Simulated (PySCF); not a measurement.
Compound: C₃H₁₀NSi₃ (doublet state).
Structure used (GFN2-xTB), in Å, numbered top down from 1:
```xyz
17
C3H10NSi3 angstrom
C     -2.8871    0.5507    0.6596
Si    -1.1595   -0.2392    0.6600
C     -0.1127    0.4311   -0.8112
C     -0.7123   -0.0696   -1.9929
N     -1.2149   -0.5229   -2.9205
Si     1.7240   -0.1299   -0.7024
Si     2.6717    0.8397    1.1658
H     -2.8405    1.6358    0.7119
H     -3.4805    0.2056    1.5011
H     -3.4205    0.2890   -0.2534
H     -1.2093   -1.7031    0.6177
H     -0.1575    1.5229   -0.8312
H      1.6997   -1.5986   -0.6749
H      2.3700    0.2389   -1.9714
H      1.7487    1.7269    1.8825
H      3.1282   -0.1609    2.1314
H      3.8458    1.6452    0.8180
```

The hyperfine couplings belong to this conformer and change with its torsions.

The species is `C[SiH][C@H](C#N)[SiH2][SiH3]` [radical].

Method used: UKS B3LYP, pcH-1 on C H N Si, non-relativistic, mean-field spin-orbit, GIAO in PySCF 2.14.0. Isolated species at its GFN2-xTB geometry (one conformer only). A GFN2-xTB geometry isn't a minimum of the functional, and hyperfine couplings can be far from their values at a DFT geometry, by a factor of two or more for some ions and for spin on atoms past the first row. No stability test was run, so a lower SCF solution isn't excluded.

Principal values of hyperfine tensors in MHz (contact, dipolar and spin–orbit terms together), for some of the nuclei:

```tsv
atom	isotope	A1	A2	A3
Si2	29Si	-632.91	-375.61	-375.11
H10	1H	56.72	61.16	64.68
H11	1H	50.11	60.08	67.62
C3	13C	28.55	28.76	38.91
C4	13C	24.87	27.53	33.51
C1	13C	18.88	19.18	31.43
H17	1H	7.22	7.24	9.07
H15	1H	3.46	4.04	10.02
```

Question: Split each tensor into its isotropic and traceless parts, and turn a_iso into mT with g = 2.0032.

Answer: a_iso = (A1 + A2 + A3)/3, Ti = Ai − a_iso; 1 mT corresponds to 28.037 MHz. The tensors hold a spin–orbit part: the run splits a_iso into a_FC + a_SO, and T includes its anisotropic share.

```json
{"atom": "Si2", "a_iso (MHz)": "-461.21", "a_FC": "-462.26", "a_SO": "1.05", "a_iso (mT)": "-16.450", "T1": "-171.70", "T2": "85.60", "T3": "86.10"}
{"atom": "H10", "a_iso (MHz)": "60.85", "a_FC": "60.85", "a_SO": "0.00", "a_iso (mT)": "2.170", "T1": "-4.14", "T2": "0.31", "T3": "3.83"}
{"atom": "H11", "a_iso (MHz)": "59.27", "a_FC": "59.25", "a_SO": "0.02", "a_iso (mT)": "2.114", "T1": "-9.16", "T2": "0.81", "T3": "8.35"}
{"atom": "C3", "a_iso (MHz)": "32.07", "a_FC": "32.05", "a_SO": "0.02", "a_iso (mT)": "1.144", "T1": "-3.53", "T2": "-3.32", "T3": "6.84"}
{"atom": "C4", "a_iso (MHz)": "28.64", "a_FC": "28.64", "a_SO": "-0.01", "a_iso (mT)": "1.021", "T1": "-3.77", "T2": "-1.11", "T3": "4.88"}
{"atom": "C1", "a_iso (MHz)": "23.16", "a_FC": "23.14", "a_SO": "0.03", "a_iso (mT)": "0.826", "T1": "-4.29", "T2": "-3.98", "T3": "8.27"}
{"atom": "H17", "a_iso (MHz)": "7.85", "a_FC": "7.85", "a_SO": "0.00", "a_iso (mT)": "0.280", "T1": "-0.62", "T2": "-0.60", "T3": "1.22"}
{"atom": "H15", "a_iso (MHz)": "5.84", "a_FC": "5.84", "a_SO": "0.00", "a_iso (mT)": "0.208", "T1": "-2.38", "T2": "-1.80", "T3": "4.18"}
```

Question: What spin density at the nucleus of Si2 lies behind its contact coupling (g_N = -1.11058)?

Answer: a_FC = (2μ0/3) gₑ μB g_N μN ρ(0)/(2S·h) = 800.24 MHz × g_N × ρ(0)/(2S), with ρ in bohr⁻³. With a_FC = -462.26 MHz and 2S = 1, ρ(0) = 0.5201 bohr⁻³. The nuclear moment is negative, so coupling and spin density have opposite signs.

Question: Si6 (29Si, g_N = -1.11058) isn't in the table. Its spin density at the nucleus is 0.008435 bohr⁻³. What is its contact coupling?

Answer: By the same relation, a_FC = -7.50 MHz. Its full tensor has the principal values -8.46, -7.32, -6.71 MHz.

Question: Name the largest traceless tensor T of the table and describe it.

Answer: Si2: -171.7, 85.6, 86.1 MHz (the dipolar term alone has -170.7, 85.2, 85.5), axial, in the ratio +1:+1:−2, the form that spin in one p orbital centred on that nucleus gives (the nuclear moment is negative).
